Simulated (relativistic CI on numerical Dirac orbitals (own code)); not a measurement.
Hyperfine structure of Os XLII, mass number 189

Calculated at this level of theory: Dirac-Coulomb-Breit CI, KLI orbitals optimised for each configuration, model QED (radiative potential, 1s self-energy scaled to tabulated hydrogen-like ionisation energies), unscaled Slater integrals (own radial code, finite nucleus).

Configurations in the expansion (outside the closed core [Ar] 3d10): 4s2 4p5, 4s 4p6, 4s2 4p4 4d, 4s 4p5 4d, 4s2 4p4 4f, 4s 4p5 4f, 4p6 4d, 4s 4p4 4d2, 4s2 4p3 4d 4f, 4p6 4f, 4p5 4d 4f, 4p5 4d2, 4p4 4d3, 4p4 4d2 4f. Double excitations out of closed p, d and f shells are left out; levels of such configurations are missing from the list, as are those of other unlisted configurations, and high levels can miss mixing partners.

Nuclear spin I = 3/2, μ = 0.6576 μN, Q = 0.86 b (tables of Stone and Pyykkö). The electronic factors are computed for point nuclear moments, without core polarisation or the Bohr-Weisskopf and QED corrections.

```json
{"Level": "4s2 4p5 2P°_3/2", "E (eV)": "0.000", "A (GHz)": "28.2", "B (GHz)": "-111"}
{"Level": "4s2 4p5 2P°_1/2", "E (eV)": "107.281", "A (GHz)": "256.6", "B (GHz)": ""}
{"Level": "4s2 4p4 4d 2D_3/2", "E (eV)": "169.182", "A (GHz)": "14.53", "B (GHz)": "58.7"}
{"Level": "4s2 4p4 4d 4F_9/2", "E (eV)": "179.718", "A (GHz)": "15.52", "B (GHz)": "34.1"}
{"Level": "4s2 4p4 4d 2D_5/2", "E (eV)": "193.323", "A (GHz)": "7.807", "B (GHz)": "126"}
{"Level": "4s 4p6 2S_1/2", "E (eV)": "218.414", "A (GHz)": "613", "B (GHz)": ""}
```

Levels with J = 0, under 50 % of one LS term, or S terms without an open s electron are left out. Small factors come from cancelling terms and can be off by tens of per cent or more.

At this charge energies of transitions that change n are usually good to better than 1 %, and those within a shell (Δn = 0) to a few per cent.

**Question.** Give the hyperfine levels of 4s2 4p5 2P°_1/2 relative to its centre of gravity.

**Answer.** With K = F(F + 1) − I(I + 1) − J(J + 1), E = AK/2: F = 1: -320.7, F = 2: 192.4 GHz.

LS names give the leading component of a level, which can be under half, so a name can repeat, a term be missing and a line seem to break the LS rules.
